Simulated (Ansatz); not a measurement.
One change: `C=[C]([AlH2])S` becomes `C=[C](O)[AlH2]`.

Ansatz, PBE0-D4/def2-TZVP geometries, multiplicity 1. Each molecule was computed in one conformer, which needn't be the lowest.

```json
{"property": "ideal-gas entropy at 298 K and 1 bar (rigid rotor, harmonic PBE0-D4/def2-TZVP) / J/(mol·K)", "`C=[C]([AlH2])S`": "329"}
{"property": "HOMO–LUMO gap (PBE/def2-TZVPP) / eV", "`C=[C]([AlH2])S`": "2.91"}
{"property": "size of the dipole moment (PBE/def2-TZVPP) / D", "`C=[C]([AlH2])S`": "0.62"}
{"property": "LUMO energy (B3LYP/def2-TZVPP) / eV", "`C=[C]([AlH2])S`": "-2.03"}
{"property": "LUMO energy (PBE/def2-TZVPP) / eV", "`C=[C]([AlH2])S`": "-2.61"}
{"property": "LUMO energy (PBE0/def2-TZVPP) / eV", "`C=[C]([AlH2])S`": "-1.83"}
```

What does the change do to each property? (An estimate is asked.)

Computed: 
```tsv
property	`C=[C](O)[AlH2]`	shift
ideal-gas entropy at 298 K and 1 bar (rigid rotor, harmonic PBE0-D4/def2-TZVP) / J/(mol·K)	313	-16
HOMO–LUMO gap (PBE/def2-TZVPP) / eV	3.23	0.32
size of the dipole moment (PBE/def2-TZVPP) / D	0.92	0.30
LUMO energy (B3LYP/def2-TZVPP) / eV	-1.97	0.06
LUMO energy (PBE/def2-TZVPP) / eV	-2.52	0.09
LUMO energy (PBE0/def2-TZVPP) / eV	-1.76	0.07
```

With PBE0 the HOMO falls by 0.34 eV and the LUMO rises by 0.07 eV, so the gap widens by about 0.41 eV. PBE moves the HOMO by -0.23 eV and ωB97M-V by -0.45 eV. Dipoles are sizes alone; their direction can turn.

B3LYP here is the variant with VWN-RPA as its local correlation; programs differ in this.
